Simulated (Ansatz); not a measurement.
## Counterpoise correction, worked out

The pair of HBr (SMILES Br, atoms 1–2) and N2 (SMILES N#N, atoms 3–4), both closed shells, in one local arrangement (a lower one may exist), relaxed at PBE0-D4/def2-TZVP:

| atom | x (Å) | y (Å) | z (Å) |
| --- | --- | --- | --- |
| Br1 | 0.1627 | -0.2474 | -2.5364 |
| H2 | 0.0715 | -0.1085 | -1.1243 |
| N3 | -0.0826 | 0.1256 | 1.2894 |
| N4 | -0.1516 | 0.2302 | 2.3712 |

Computed with Ansatz 0.2.0 (basis: def2-TZVPPD); correlated methods freeze the cores. Filled d shells of the heavier atoms are correlated. The def2 sets are not built for correlating such inner shells, so the correlated values are less sure here.

CCSD(T) total energies in eV:

| system | geometry | basis functions | energy |
| --- | --- | --- | --- |
| pair | pair | all | -72999.76083 |
| HBr | as in the pair | all (partner as ghosts) | -70023.36939 |
| N2 | as in the pair | all (partner as ghosts) | -2976.35068 |
| HBr | as in the pair | its own | -70023.35368 |
| N2 | as in the pair | its own | -2976.34278 |
| HBr | free (PBE0-D4 minimum) | its own | -70023.35388 |
| N2 | free (PBE0-D4 minimum) | its own | -2976.34374 |

Question: Work out the interaction energy with and without the counterpoise correction, the superposition error, and the binding energy from the relaxed fragments.

Answer: Without correction: -72999.76083 − (-70023.35368) − (-2976.34278) = -0.06437 eV.
With correction (each fragment in the whole basis): -72999.76083 − (-70023.36939) − (-2976.35068) = -0.04076 eV = -0.94 kcal/mol.
The superposition error is the difference, 0.02361 eV, 37 % of the uncorrected value: each fragment borrows its partner's functions.
Deformation from the free shapes: 0.00020 eV for HBr and 0.00096 eV for N2.
Binding energy from relaxed fragments: -0.04076 + 0.00020 + 0.00096 = -0.03960 eV = -0.91 kcal/mol (electronic, without zero-point energy; negative means bound). For comparison, the corrected interaction energy by CCSD(T) at an estimated basis limit (MP2 extrapolated from triple and quadruple zeta, plus CCSD(T) − MP2 in triple zeta) is -0.048 eV; triple zeta with the correction binds less.

T1 diagnostic: at most 0.014.

For scale, one of the runs: CCSD(T)/def2-TZVPPD, 148 basis functions (an equivalent command: `ansatz run in.yaml --threads 2`). Time: 10 s of wall clock on 2 CPU threads; the host was shared. Peak host memory: 0.71 GiB.
